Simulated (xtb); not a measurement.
ClGa, charge -1, doublet, from a rough starting geometry (GFN-xTB shapes and energies of metal compounds can be far from the true ones) (a state made from the parent by changing its charge; the spin is typed, not shown lowest); GFN2-xTB in xtb.

Input for xtb:
```
$ xtb mol.xyz --gfn 2 --chrg -1 --uhf 1 --opt vtight --json

# file mol.xyz
2

Ga    -0.61815405    -0.58546965    -0.60405372
Cl     0.67249847     0.55605614     0.63410617
```

What the program printed (banner, timings and long lists left out):

```
   ID    Z sym.   atoms
    1   31 Ga     1
    2   17 Cl     2

           -------------------------------------------------
          |                Calculation Setup                |
           -------------------------------------------------

           -------------------------------------------------
          |                 G F N 2 - x T B                 |
           -------------------------------------------------

          ...................................................
          :                      SETUP                      :
          :.................................................:
          :  # basis functions                  20          :
          :  # atomic orbitals                  18          :
          :  # shells                            6          :
          :  # electrons                        11          :
          :  max. iterations                   250          :
          :  Hamiltonian                  GFN2-xTB          :
          :  restarted?                      false          :
          :  GBSA solvation                  false          :
          :  PC potential                    false          :
          :  electronic temp.          300.0000000     K    :
          :  accuracy                    1.0000000          :
          :  -> integral cutoff          0.2500000E+02      :
          :  -> integral neglect         0.1000000E-07      :
          :  -> SCF convergence          0.1000000E-05 Eh   :
          :  -> wf. convergence          0.1000000E-03 e    :
          :  Broyden damping             0.4000000          :
          :  net charge                         -1          :
          :  unpaired electrons                  1          :
          ...................................................

 iter      E             dE          RMSdq      gap      omega  full diag
   1     -5.9071267 -0.590713E+01  0.767E+00    0.00       0.0  T
   2     -5.9081928 -0.106609E-02  0.477E+00    0.00       1.0  T
   3     -5.9089024 -0.709594E-03  0.199E+00    0.00       1.0  T
   4     -5.9090273 -0.124914E-03  0.603E-01    0.00       1.0  T
   5     -5.9090692 -0.419225E-04  0.228E-01    0.00       1.0  T
   6     -5.9091004 -0.312497E-04  0.189E-01    0.00       1.0  T
   7     -5.9091015 -0.105682E-05  0.148E-01    0.00       1.0  T
   8     -5.9091048 -0.327045E-05  0.193E-02    0.00       3.7  T
   9     -5.9091048 -0.311295E-07  0.104E-02    0.00       6.8  T
[...]
         :: total energy              -5.906018413178 Eh    ::
 * total energy  :    -5.9060184 Eh     change        0.4440892E-14 Eh
 * total energy  :    -5.9109282 Eh     change       -0.4909798E-02 Eh
 * total energy  :    -5.9124548 Eh     change       -0.1526577E-02 Eh
 * total energy  :    -5.9126916 Eh     change       -0.2368155E-03 Eh
 * total energy  :    -5.9127005 Eh     change       -0.8922536E-05 Eh
 * total energy  :    -5.9127020 Eh     change       -0.1438748E-05 Eh
 * total energy  :    -5.9127020 Eh     change       -0.5890008E-09 Eh
   *** GEOMETRY OPTIMIZATION CONVERGED AFTER 7 ITERATIONS ***
         :: total energy              -5.912701966363 Eh    ::
[...]
      -------------------------------------------------------------
                  HL-Gap            0.0000000 Eh            0.0000 eV
             Fermi-level           -0.0354997 Eh           -0.9660 eV

     #   Z          covCN         q      C6AA      α(0)
     1  31 Ga       0.743    -0.427   354.515    48.159
     2  17 Cl       0.743    -0.573   118.165    16.627

 Mol. C6AA /au·bohr⁶  :        838.925164
 Mol. C8AA /au·bohr⁸  :      69867.292727
 Mol. α(0) /au        :         64.786864

Wiberg/Mayer (AO) data.
largest (>0.10) Wiberg bond orders for each atom

 ---------------------------------------------------------------------------
     #   Z sym  total        # sym  WBO       # sym  WBO       # sym  WBO
 ---------------------------------------------------------------------------
     1  31 Ga   0.793 --     2 Cl   0.793
     2  17 Cl   0.793 --     1 Ga   0.793
 ---------------------------------------------------------------------------

Topologies differ in total number of bonds
Writing topology from bond orders to xtbtopo.mol

molecular dipole:
                 x           y           z       tot (Debye)
 q only:       -0.253      -0.151      -0.222
   full:       -0.217      -0.119      -0.188       0.790
molecular quadrupole (traceless):
                xx          xy          yy          xz          yz          zz
 q only:       -0.308      -2.557       0.369      -2.796      -2.448      -0.061
  q+dip:       -0.415      -3.540       0.497      -3.859      -3.392      -0.082
   full:       -0.437      -3.735       0.523      -4.070      -3.579      -0.086

           -------------------------------------------------
          |                Geometry Summary                 |
           -------------------------------------------------

      molecular mass/u    :      105.1760036
   center of mass at/Å    :       -0.2120615      -0.2262985      -0.2144775
  moments of inertia/u·Å² :       -0.1788349E-13   0.1369608E+03   0.1369608E+03
rotational constants/cm⁻¹ :       -0.9426364E+15   0.1230837E+00   0.1230837E+00

optimized geometry written to: xtbopt.xyz

           -------------------------------------------------
          | TOTAL ENERGY               -5.912701966363 Eh   |
          | GRADIENT NORM               0.000000544902 Eh/α |
          | HOMO-LUMO GAP               0.000000000000 eV   |
           -------------------------------------------------

normal termination of xtb
```
